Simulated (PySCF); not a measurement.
## Kr²⁺: excitation energy

Kr²⁺ [Ar] 3d10 4s2 4p4 (3P) → Kr²⁺ [Ar] 3d10 4s1 4p4 4d1 (high-spin determinant), as a difference of total energies. Computed with PySCF 2.14 in aug-cc-pwCVTZ-PP with ECP10MDF, with scalar relativity through the core potential. Correlated levels: valence: 3s2 3p6 3d10 frozen; valence and next inner shell: nothing frozen outside the core potential. The calculations carry no spin-orbit coupling.

```json
{"method": "UHF", "excitation energy (eV)": "30.522"}
{"method": "LDA", "excitation energy (eV)": "31.654"}
{"method": "PBE", "excitation energy (eV)": "31.050"}
{"method": "PBE0", "excitation energy (eV)": "31.161"}
{"method": "r2SCAN", "excitation energy (eV)": "31.165"}
{"method": "PW91", "excitation energy (eV)": "31.113"}
{"method": "MN15", "excitation energy (eV)": "30.117"}
{"method": "BP86", "excitation energy (eV)": "31.147"}
{"method": "M06", "excitation energy (eV)": "31.802"}
{"method": "MP2 (valence)", "excitation energy (eV)": "30.918"}
{"method": "SCS-MP2 (valence)", "excitation energy (eV)": "31.061"}
{"method": "MP2 (valence and next inner shell)", "excitation energy (eV)": "31.419"}
{"method": "SCS-MP2 (valence and next inner shell)", "excitation energy (eV)": "31.433"}
```

Q: How much does correlation contribute at MP2 (valence and next inner shell)?

A: 31.419 − (30.522) = 0.897 eV, measured against UHF.

The promoted electron is Rydberg-like, and one or two diffuse shells describe it only roughly, which tends to raise the upper state.

The determinant of the upper state mixes LS terms, which raises its energy above the lowest term, most at the Hartree-Fock and MP2 levels.
